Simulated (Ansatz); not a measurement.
C3H9GaO, SMILES `CC(C)[O][GaH2]`, relaxed with RKS PBE0-D4/def2-TZVP in Ansatz from a GFN2-xTB geometry. The force threshold is 0.005 eV/Å; the program also tests the step.

Total charge 0; spin multiplicity 1.

Start:

```xyz
14

C     0.886   -1.210    0.235
C     0.463    0.241    0.448
C     1.114    1.160   -0.582
O    -0.941    0.362    0.363
Ga   -2.549   -0.109    0.086
H     0.396   -1.847    0.970
H     0.581   -1.531   -0.761
H     1.963   -1.314    0.332
H     0.763    0.561    1.457
H     0.790    2.184   -0.417
H     0.809    0.857   -1.583
H     2.197    1.109   -0.505
H    -3.050   -1.576    0.194
H    -3.424    1.113   -0.238
```

How much energy does the relaxation release, and in how many steps? (Estimate.)

Ansatz gave: 0.29 eV, in 35 steps, 3 of them rejected.

Which bonds change most? (Estimate.)

The calculation gave: O4–Ga5 from 1.698 to 1.785 Å; Ga5–H14 from 1.537 to 1.557 Å; Ga5–H13 from 1.554 to 1.564 Å; C2–C3 from 1.526 to 1.518 Å.

Give the relaxed structure. (An estimate is asked.)

The calculation gave: 
```xyz
14

C     0.754   -1.197    0.561
C     0.473    0.295    0.578
C     0.940    0.974   -0.698
O    -0.891    0.559    0.832
Ga   -2.275    0.084   -0.189
H     0.399   -1.660    1.485
H     0.249   -1.675   -0.285
H     1.825   -1.395    0.467
H     1.021    0.737    1.421
H     0.716    2.042   -0.662
H     0.438    0.542   -1.570
H     2.017    0.852   -0.837
H    -2.034   -0.709   -1.516
H    -3.632    0.552    0.414
```
